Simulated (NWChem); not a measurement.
# Ionisation of AlCl

```xyz
2

Al     0.0000     0.0000    -1.2166
Cl     0.0000     0.0000     0.9303
```
Charge 0, spin multiplicity 1.

The numbers come from NWChem runs, not from measurements. All single points use one geometry, from PBE0/def2-SVP, a minimum by its harmonic frequencies.

Basis set: def2-TZVP. −ε marks an orbital energy of the parent.

B3LYP has NWChem's definition, with VWN1-RPA local correlation. The structure started from a generated list of species.

| method | first vertical ionisation energy (eV) |
|---|---|
| G0W0@PBE0 | [?] |
| G0W0@HF | 9.43 |
| −ε(HOMO) of PBE | [?] |
| −ε(HOMO) of BP86 | [?] |
| −ε(HOMO) of M06-2X | 7.92 |
| −ε(HOMO) of HF | 9.00 |
| G0W0@PBE | 8.99 |
| −ε(HOMO) of B3LYP | [?] |
| evGW0@PBE | 9.09 |

Complete the blanks.


- G0W0@PBE0, first vertical ionisation energy (eV): 9.16
- −ε(HOMO) of PBE, first vertical ionisation energy (eV): 6.05
- −ε(HOMO) of BP86, first vertical ionisation energy (eV): 6.17
- −ε(HOMO) of B3LYP, first vertical ionisation energy (eV): 6.83
